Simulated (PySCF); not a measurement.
**Worked example: chemical shift, span and skew from a shielding tensor**

Ga(OH)2(OMe) (CH5GaO3), SMILES [OH][Ga]([O]C)[OH]. Atoms are numbered in the order given.

```xyz
10

Ga     0.1021     0.2976     0.1879
O      1.1769     1.7074     0.2224
H      1.7503     1.7587    -0.5498
O     -1.0449    -0.0048     1.5062
H     -1.0048     0.6622     2.1994
O      0.1722    -0.8231    -1.1796
C     -0.6307    -1.9657    -1.3020
H     -1.2252    -1.9154    -2.2316
H     -0.0002    -2.8709    -1.3608
H     -1.3347    -2.1024    -0.4613
```
Charge 0, spin multiplicity 1.

The structure is a stationary point at PBE0-D3(BJ)/def2-SVP. The structure was generated by enumeration; whether it is a known compound was not checked. The values are those of a single conformer.

GIAO shieldings from PBE/pcSseg-1 in PySCF, non-relativistic, no solvent. The symmetric part of the tensor of C7 has the principal values 88.1, 93.7, 180.1 ppm. The same nucleus in TMS has σ = 182.0 ppm at this level (PySCF, at its B3LYP-D3(BJ)/def2-TZVP geometry).

Problem. Work out the isotropic shielding, the ¹³C shift against TMS, the span and the skew.

Solution. 
σ(iso) = (σ11 + σ22 + σ33)/3 = 120.6 ppm. δ = σ(ref) − σ(iso) = 182.0 − (120.6) = 61.4 ppm.
Span Ω = σ33 − σ11 = 92.0 ppm. Skew κ = 3(σ(iso) − σ22)/Ω = 0.88. Tumbling in solution averages the tensor to δ; in a static solid the shielding alone would spread this spin-1/2 line over Ω.
